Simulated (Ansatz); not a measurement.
Ansatz (a program for electronic structure) input:

Ansatz 0.2 input:
```yaml
crystal:
  periodic: [false, false, false]
  atoms:
    - {symbol: B, position_ang: [-0.04362549, 0.01165430, 0.02184285]}
    - {symbol: O, position_ang: [-1.04872503, 0.14726796, 0.73225162]}
    - {symbol: H, position_ang: [0.69258866, -0.93559924, 0.01735365]}
    - {symbol: H, position_ang: [0.36106049, 0.80328068, -0.78375629]}
basis:
  gaussian:
    orbitals: def2-TZVP
hamiltonian:
  xc: b3lyp
  dispersion: d3bj
magnetization: {spin_polarized: true, initial_magnetization: 1}
relax: {f_tol: 0.002, max_steps: 150}
```

Problem. Which total energy does the run end on?

Solution. -101.29602 Eh (B3LYP-D3(BJ)/def2-TZVP). The basis has 74 functions.

It need not be the lowest isomer of its formula.
